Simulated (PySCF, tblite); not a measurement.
Isomers of C5H8OS2Si, one GFN2-xTB conformer each. Single-point energies are computed at PBE0/pcSseg-1 (PySCF, gas phase, no added dispersion term), electronic only.

Problem. Rank them by PBE0/pcSseg-1 energy, lowest first (kcal/mol).
A. `[CH:1]#[C:2][C:3](=[S:4])[S:5][SiH2:6][O:7][CH2:8][CH3:9]` with C2–C3–S5–Si6 180°, C3–S5–Si6–O7 -171°, S5–Si6–O7–C8 -56°, Si6–O7–C8–C9 167°
B. `[CH3:1][C:2]#[C:3][C@@H:4]1[CH2:5][S:6][Si@H:7]([OH:8])[S:9]1` with S6–Si7–O8–H -51°, C3–C4–C5–S6 -61°, C4–C5–S6–Si7 -44°, C5–S6–Si7–O8 137°, S6–Si7–S9–C4 12°
C. `[CH3:1][S:2][c:3]1[cH:4][c:5]([O:6][SiH3:7])[cH:8][s:9]1` with C1–S2–C3–C4 179°, C4–C5–O6–Si7 -4°
D. `[CH:1]#[C:2][C@@H:3]1[CH2:4][S:5][Si@@H:6]([O:7][CH3:8])[S:9]1` with S5–Si6–O7–C8 -77°, C2–C3–C4–S5 -64°, C3–C4–S5–Si6 -31°, C4–S5–Si6–O7 -115°, S5–Si6–S9–C3 26°

Solution. B (0.0), D (22.5), C (29.5), A (52.3).

As drawn, the lowest has an O–H bond, which the highest lacks; the highest has a C=S bond, which the lowest lacks. GFN2-xTB itself gives, in the same order: 0.0, 12.0, 2.5, 31.2. Both levels put the same isomer lowest; measured from each level's own lowest isomer, the values differ by up to 27.0 kcal/mol (CSc1cc(O[SiH3])cs1: 2.5 against 29.5).

Problem. Which frontier levels, dipoles and rotational constants go with these structures?

Solution. 
```csv
SMILES,"HOMO (eV, PBE0/pcSseg-1)",LUMO (eV),dipole (D),"A, B, C (MHz)"
CC#C[C@@H]1CS[Si@H](O)S1,-7.02,-0.42,2.62,"1247, 768.9, 742.8"
C#C[C@@H]1CS[Si@@H](OC)S1,-6.97,-0.58,0.94,"1681, 764.8, 674.5"
CSc1cc(O[SiH3])cs1,-5.82,-0.36,0.79,"2363, 513.4, 425.0"
C#CC(=S)S[SiH2]OCC,-6.93,-2.86,2.21,"2431, 467.3, 400.0"
```

Problem. What happens when harmonic zero-point energies from GFN2-xTB frequencies are added?

Solution. 
```
                   SMILES  ZPE (kcal/mol)  electronic (kcal/mol)  with ZPE (kcal/mol)
 CC#C[C@@H]1CS[Si@H](O)S1            73.3                    0.0                  0.0
C#C[C@@H]1CS[Si@@H](OC)S1            73.6                   22.5                 22.7
       CSc1cc(O[SiH3])cs1            70.0                   29.5                 26.1
       C#CC(=S)S[SiH2]OCC            71.2                   52.3                 50.2
```

The zero-point energies span 3.6 kcal/mol. The order is unchanged.
